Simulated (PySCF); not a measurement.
## `C[Si@@H](O)OC[S@](C)=O`: 4 charge schemes on one density

Species: C3H10O3SSi.
Atom-mapped SMILES: `[CH3:1][Si@@H:2]([OH:3])[O:4][CH2:5][S@:6]([CH3:7])=[O:8]` (hydrogens: H9, H10, H11 on C1; H12 on Si2; H13 on O3; H14, H15 on C5; H16, H17, H18 on C7)

Cartesian coordinates in Å at the GFN2-xTB level; atoms count from 1:
```
atom  x, y, z in Å
C1    -2.069    1.269   -1.400
Si2   -1.322   -0.313   -0.702
O3    -0.278   -0.933   -1.759
O4    -0.562    0.233    0.671
C5     0.087   -0.523    1.598
S6     1.772   -1.132    1.019
C7     2.311    0.475    0.323
O8     1.512   -2.002   -0.149
H9    -2.704    1.022   -2.242
H10   -2.675    1.782   -0.662
H11   -1.310    1.960   -1.752
H12   -2.307   -1.309   -0.273
H13    0.456   -1.471   -1.392
H14   -0.461   -1.433    1.862
H15    0.288    0.071    2.493
H16    3.187    0.292   -0.290
H17    1.508    0.892   -0.276
H18    2.559    1.128    1.152
```

Density: PBE0/pcSseg-1 (PySCF); schemes: Mulliken, IAO, Hirshfeld and ESP-fitted. The structure is a single GFN2-xTB conformer in the gas phase; no vibrational or solvent corrections.

For which atoms does the sign change between the 4 schemes (beyond +0.03 e in one, beyond −0.03 e in another)?

For none.

Which atoms carry the highest charge in the Mulliken, IAO, Hirshfeld and ESP-fitted schemes?

All schemes agree: Mulliken Si2 (+1.060); IAO Si2 (+1.313); Hirshfeld Si2 (+0.459); ESP-fitted Si2 (+1.002).

Give the atomic charges in each scheme.

In e:

```tsv
atom	environment	Mulliken	IAO	Hirshfeld	ESP-fitted
C1	Si-methyl carbon	-0.644	-0.749	-0.219	-0.785
Si2	oxygen-bound silicon	+1.060	+1.313	+0.459	+1.002
O3	silanol oxygen	-0.574	-0.818	-0.331	-0.698
O4	silyl ether oxygen	-0.629	-0.615	-0.208	-0.348
C5	sp3 carbon bound to oxygen	-0.019	-0.178	-0.001	-0.302
S6	sulfinyl sulfur	+0.552	+1.038	+0.336	+0.260
C7	S-methyl carbon	-0.409	-0.571	-0.127	-0.411
O8	sulfinyl oxygen	-0.661	-0.880	-0.317	-0.419
H9	methyl hydrogen	+0.138	+0.161	+0.044	+0.200
H10	methyl hydrogen	+0.136	+0.160	+0.043	+0.166
H11	methyl hydrogen	+0.140	+0.162	+0.046	+0.202
H12	Si–H hydrogen	-0.155	-0.187	-0.093	-0.192
H13	hydroxyl hydrogen	+0.277	+0.351	+0.108	+0.392
H14	methylene hydrogen	+0.151	+0.145	+0.050	+0.200
H15	methylene hydrogen	+0.143	+0.156	+0.049	+0.207
H16	methyl hydrogen	+0.167	+0.177	+0.060	+0.192
H17	methyl hydrogen	+0.187	+0.174	+0.048	+0.171
H18	methyl hydrogen	+0.141	+0.163	+0.053	+0.165
```

Mean size of the charges over all atoms: IAO 0.444 e, ESP-fitted 0.351 e, Mulliken 0.343 e, Hirshfeld 0.144 e. Each set sums to the total charge, 0, to within 0.001 e. The Mulliken scheme gives each basis function's population to the atom it is centred on and halves the overlap population of two atoms between them. The Hirshfeld scheme weights the molecular density at each point by an atom's share of the summed free-atom densities.

Sum the charges by element, for elements with more than one atom.

| element | atoms | Mulliken | IAO | Hirshfeld | ESP-fitted |
| --- | --- | --- | --- | --- | --- |
| C | 3 | -1.072 | -1.497 | -0.347 | -1.499 |
| O | 3 | -1.864 | -2.313 | -0.856 | -1.466 |
| H | 10 | +1.324 | +1.460 | +0.409 | +1.703 |

How many electrons does the ESP-fitted scheme count on O3?

Z − q = 8 − (-0.698) = 8.698.
